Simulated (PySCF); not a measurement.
## From computed data to an observable: dipole moment from atomic charges

Se(OH)(SH) (H₂OSSe), SMILES O[Se]S. Atoms are numbered in the order given.

```xyz
5

Se     0.4788    -0.1137     0.3758
O      0.0654    -1.7963    -0.2246
H      0.5208    -1.8903    -1.0826
S     -0.9578     1.1912    -0.6333
H     -1.9973     1.0684     0.2355
```

Geometry optimised at PBE-D3(BJ)/def2-TZVP. Other conformers were not sampled.

Charges (e) from PySCF with PBE0/def2-TZVPD:

```
atom  ESP fit     IAO
----  -------  ------
Se1     0.106   0.370
O2     -0.467  -0.694
H3      0.375   0.369
S4     -0.200  -0.149
H5      0.185   0.104
```

The dipole moment of the full density is 0.61 D.

Question: What dipole moment does each set of point charges give, and which comes closer to that of the density?

Answer: 
μ = Σ q r, and 1 e Å = 4.8032 D.
ESP fit: Σ q r = (0.038, 0.077, -0.091) e Å, |μ| = 0.60 D.
IAO: Σ q r = (0.259, 0.441, 0.014) e Å, |μ| = 2.46 D.
ESP fit comes closer in size. Point charges leave out the atoms' own dipoles (lone pairs, polarised bonds); fits to the potential absorb them, partitions of the density don't.
